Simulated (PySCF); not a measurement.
## Distorted geometries of [Bi(NH2)]2+

[Bi(NH2)]2+ (singlet). PySCF 2.14.0, RKS PBE0, Bi def2-SVP with ECP60, N def2-SVP, H def2-SVP; non-relativistic Hamiltonian with scalar-relativistic core potentials where named; density fitting; no spin-orbit coupling. Relaxed geometry:

```xyz
4

Bi    0.0000    0.0000   -0.0803
N     0.0000    0.0000    1.9390
H     0.8517    0.0000    2.5337
H    -0.8517    0.0000    2.5337
```

Q: Order these distorted geometries by energy above the relaxed one, lowest first.
A.
```xyz
4

Bi   -0.1577    0.0533   -0.1114
N    -0.0314    0.0455    1.9427
H     0.9165   -0.0753    2.6453
H    -0.7274   -0.0234    2.4493
```
B.
```xyz
4

Bi    0.0462    0.0030   -0.0296
N    -0.0696   -0.0817    1.8880
H     0.8558    0.0432    2.4889
H    -0.8325    0.0355    2.5787
```
C.
```xyz
4

Bi   -0.0721   -0.0269   -0.1443
N     0.2264    0.1378    1.6969
H     0.7000   -0.0377    2.6369
H    -0.8543   -0.0733    2.7364
```

A: B (0.28 eV), A (1.28 eV), C (2.66 eV).

Q: Which forces (eV/Å) act in the one that lies 1.28 eV up?

A: 
```
Bi    0.16   0.06   0.96
N    12.94   0.28  -5.83
H    -2.80   0.50  -2.44
H   -10.31  -0.84   7.31
```
Forces carry noise of the integration grid, about 0.01 to 0.03 eV/Å.
